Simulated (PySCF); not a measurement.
Species: `CC[P@H](=O)c1ccco1`. The columns A, B, C and D hold Mulliken, IAO, Hirshfeld and ESP-fitted charges (e) of one PBE0/pcSseg-1 density (PySCF), in a shuffled order. Coordinates in Å (GFN2-xTB); the density's dipole moment is (1.29, -1.03, -3.40) D.

```csv
atom,x,y,z,A,B,C,D
C1,-2.151,0.833,-0.766,-0.134,-0.292,-0.117,-0.421
C2,-1.966,-0.611,-0.324,+0.006,-0.504,-0.110,-0.513
P3,-0.717,-0.646,1.020,+0.601,+0.938,+0.406,+1.431
O4,-1.000,0.220,2.163,-0.585,-0.608,-0.397,-0.923
C5,0.860,-0.289,0.241,+0.016,-0.111,-0.006,-0.148
C6,1.782,0.678,0.537,-0.114,-0.114,-0.065,-0.186
C7,2.823,0.524,-0.404,-0.316,-0.152,-0.083,-0.222
C8,2.457,-0.522,-1.198,+0.004,+0.162,+0.018,+0.015
O9,1.273,-1.019,-0.819,-0.159,-0.370,-0.058,-0.228
H10,-2.406,1.449,0.095,+0.050,+0.141,+0.044,+0.158
H11,-2.944,0.919,-1.507,+0.044,+0.131,+0.045,+0.148
H12,-1.229,1.220,-1.197,+0.047,+0.130,+0.036,+0.143
H13,-2.895,-1.013,0.089,+0.045,+0.162,+0.053,+0.158
H14,-1.643,-1.247,-1.148,-0.005,+0.155,+0.044,+0.156
H15,-0.619,-2.005,1.334,-0.035,+0.028,-0.009,-0.102
H16,1.707,1.396,1.328,+0.168,+0.099,+0.068,+0.185
H17,3.717,1.107,-0.481,+0.205,+0.099,+0.062,+0.172
H18,2.940,-0.988,-2.035,+0.161,+0.108,+0.067,+0.176
```

Task: Which column most likely holds the ESP-fitted charges?

Result: A. Σ q r misses the density's dipole by 0.04 D (A), 0.87 D (C), 1.34 D (D), 1.78 D (B). Charges fitted to the outside potential are the only set here that is tied to the molecule's multipoles.

Task: And the Hirshfeld charges?

Result: C. The mean sizes are 0.094 e (C), 0.150 e (A), 0.239 e (B), 0.305 e (D), and Hirshfeld charges are commonly the smallest of these schemes.

As computed, A = ESP-fitted, B = Mulliken, C = Hirshfeld, D = IAO. Hydrogens on carbon: ESP-fitted 0.00 to +0.21, Mulliken +0.10 to +0.16, Hirshfeld +0.04 to +0.07, IAO +0.14 to +0.19 e.

The ESP scheme is a least-squares fit of atom-centred charges to the potential on four shells outside the van der Waals surface, with the total charge fixed. The Hirshfeld scheme divides the density at each point in proportion to the densities of the neutral, spherically averaged free atoms.

Geometry: GFN2-xTB, one conformer, isolated molecule.

The values belong to the conformer `[CH3:1][CH2:2][P@H:3](=[O:4])[c:5]1[cH:6][cH:7][cH:8][o:9]1`: C1–C2–P3–O4 55°, C2–P3–C5–C6 125°.
